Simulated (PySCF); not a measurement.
C6H6OP2S.
SMILES with atom numbers: `[CH3:1][S:2][c:3]1[p:4][cH:5][c:6]([CH:7]=[O:8])[cH:9][p:10]1` (hydrogens: H11, H12, H13 on C1; H14 on C5; H15 on C7; H16 on C9)

The same species was optimised twice, with GFN2-xTB and with PBE0-D3(BJ)/def2-SVP (PySCF), and the same property calculations (PySCF, gas phase) were run on both structures.

| coordinate | GFN2-xTB | PBE0-D3(BJ)/def2-SVP | change |
| --- | --- | --- | --- |
| C6–C7 (Å) | 1.474 | 1.491 | +0.017 |
| C1–S2 (Å) | 1.813 | 1.800 | -0.013 |
| S2–C3 (Å) | 1.758 | 1.746 | -0.012 |
| C3–P4 (Å) | 1.757 | 1.763 | +0.006 |
| C3–P10 (Å) | 1.761 | 1.767 | +0.006 |
| C6–C9 (Å) | 1.392 | 1.397 | +0.005 |
| C5–C6 (Å) | 1.389 | 1.394 | +0.005 |
| P4–C5 (Å) | 1.724 | 1.726 | +0.002 |
| C7=O8 (Å) | 1.204 | 1.203 | -0.001 |
| C9–P10 (Å) | 1.723 | 1.723 | 0.000 |
| P4–C3–P10 (°) | 130.6 | 129.0 | -1.6 |
| C3–P4–C5 (°) | 102.3 | 103.5 | +1.2 |
| C1–S2–C3 (°) | 103.4 | 104.6 | +1.2 |
| S2–C3–P10 (°) | 110.5 | 111.3 | +0.8 |
| C5–C6–C7 (°) | 116.7 | 117.5 | +0.8 |
| C3–P10–C9 (°) | 102.8 | 103.6 | +0.8 |
| C6–C7–O8 (°) | 125.3 | 124.5 | -0.8 |
| S2–C3–P4 (°) | 118.9 | 119.7 | +0.8 |
| C1–S2–C3–P4 (°) | 0 | -1 | -1 |
| C5–C6–C7–O8 (°) | 0 | 0 | 0 |

Rotational constants: A = 1958, B = 512.7, C = 407.4 MHz (GFN2-xTB) against A = 1972, B = 505.3, C = 403.3 MHz (PBE0-D3(BJ)/def2-SVP). Atoms that the bonding makes alike are paired by their places after alignment.

On the GFN2-xTB structure: HOMO (eV) -6.66 [PBE0/pcSseg-1]; LUMO (eV) -2.64 [PBE0/pcSseg-1]; dipole (D) 2.37 [PBE0/pcSseg-1]; GIAO shielding of C1 (ppm) 162.1 [PBE0/pcSseg-1]; GIAO shielding of S2 (ppm) 358.7 [PBE0/pcSseg-1]; GIAO shielding of C3 (ppm) -48.4 [PBE0/pcSseg-1]; GIAO shielding of P4/P10 (mean) (ppm) 98.1 [PBE0/pcSseg-1]; GIAO shielding of C5/C9 (mean) (ppm) 21.1 [PBE0/pcSseg-1]; GIAO shielding of C6 (ppm) 50.0 [PBE0/pcSseg-1]; GIAO shielding of C7 (ppm) -8.2 [PBE0/pcSseg-1]; GIAO shielding of O8 (ppm) -326.7 [PBE0/pcSseg-1].

Task: What do these properties become on the PBE0-D3(BJ)/def2-SVP structure?

Result: 
```json
{"property": "HOMO (eV)", "level": "PBE0/pcSseg-1", "on GFN2-xTB": "-6.66", "on PBE0-D3(BJ)/def2-SVP": "-6.65", "change": "+0.01"}
{"property": "LUMO (eV)", "level": "PBE0/pcSseg-1", "on GFN2-xTB": "-2.64", "on PBE0-D3(BJ)/def2-SVP": "-2.64", "change": "0.00"}
{"property": "dipole (D)", "level": "PBE0/pcSseg-1", "on GFN2-xTB": "2.37", "on PBE0-D3(BJ)/def2-SVP": "2.36", "change": "-0.01"}
{"property": "energy, GFN2-xTB geometry as zero (kcal/mol)", "level": "PBE0/pcSseg-1", "on GFN2-xTB": "0.0", "on PBE0-D3(BJ)/def2-SVP": "-0.5", "change": "-0.5"}
{"property": "GIAO shielding of C1 (ppm)", "level": "PBE0/pcSseg-1", "on GFN2-xTB": "162.1", "on PBE0-D3(BJ)/def2-SVP": "161.9", "change": "-0.2"}
{"property": "GIAO shielding of S2 (ppm)", "level": "PBE0/pcSseg-1", "on GFN2-xTB": "358.7", "on PBE0-D3(BJ)/def2-SVP": "366.8", "change": "+8.1"}
{"property": "GIAO shielding of C3 (ppm)", "level": "PBE0/pcSseg-1", "on GFN2-xTB": "-48.4", "on PBE0-D3(BJ)/def2-SVP": "-48.1", "change": "+0.3"}
{"property": "GIAO shielding of P4/P10 (mean) (ppm)", "level": "PBE0/pcSseg-1", "on GFN2-xTB": "98.1", "on PBE0-D3(BJ)/def2-SVP": "92.8", "change": "-5.3"}
{"property": "GIAO shielding of C5/C9 (mean) (ppm)", "level": "PBE0/pcSseg-1", "on GFN2-xTB": "21.1", "on PBE0-D3(BJ)/def2-SVP": "20.7", "change": "-0.4"}
{"property": "GIAO shielding of C6 (ppm)", "level": "PBE0/pcSseg-1", "on GFN2-xTB": "50.0", "on PBE0-D3(BJ)/def2-SVP": "48.2", "change": "-1.8"}
{"property": "GIAO shielding of C7 (ppm)", "level": "PBE0/pcSseg-1", "on GFN2-xTB": "-8.2", "on PBE0-D3(BJ)/def2-SVP": "-8.1", "change": "+0.1"}
{"property": "GIAO shielding of O8 (ppm)", "level": "PBE0/pcSseg-1", "on GFN2-xTB": "-326.7", "on PBE0-D3(BJ)/def2-SVP": "-326.7", "change": "0.0"}
```

The heavy atoms differ by 0.022 Å rms after alignment. Among bonds between heavy atoms C6–C7 changes most (+0.017 Å). Changes are differences of the printed values. Neither structure is proved a minimum here.

Shape of the structure used: `[CH3:1][S:2][c:3]1[p:4][cH:5][c:6]([CH:7]=[O:8])[cH:9][p:10]1`: C1–S2–C3–P4 -1°, C5–C6–C7–O8 0°.
